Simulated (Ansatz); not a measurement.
Cartesian coordinates in Å:
```
Al -0.5653 -1.8815 0.2359
Si 1.1070 -1.2216 -1.4453
C 1.0199 0.5646 -0.7186
S 0.5668 0.2233 1.0268
Si -1.0673 1.5908 1.3672
H -0.3374 -3.0171 1.3251
H -2.0435 -1.3361 -0.0409
H 2.5092 -1.6913 -1.2342
H 0.9057 -1.1414 -2.9224
H 0.2035 1.1114 -1.1948
H 1.9209 1.1772 -0.7390
H -1.7491 1.1034 2.5878
H -1.9511 1.5640 0.1796
H -0.5192 2.9543 1.5728
```

Charge 0, multiplicity 1.

(1) List the r2SCAN/def2-TZVPP orbital energies in eV (the Gaussian-basis code of Ansatz). (Estimate.)

## Answers

(1) Computed: Occupied: -2410.23, -1792.11, -1790.51, -1516.33, -274.27, -214.64, -158.71, -158.62, -158.54, -142.55, -140.99, -109.84, -97.46, -97.38, -97.37, -95.88, -95.85, -95.81, -70.15, -69.99, -69.95, -21.12, -17.22, -14.30, -13.23, -11.78, -11.00, -10.34, -9.70, -9.48, -8.84, -8.43, -8.25, -7.19, -6.96, -6.08. Lowest empty: -1.52, -1.16, -0.68, -0.10, 0.01, 0.36, 0.80, 1.11.
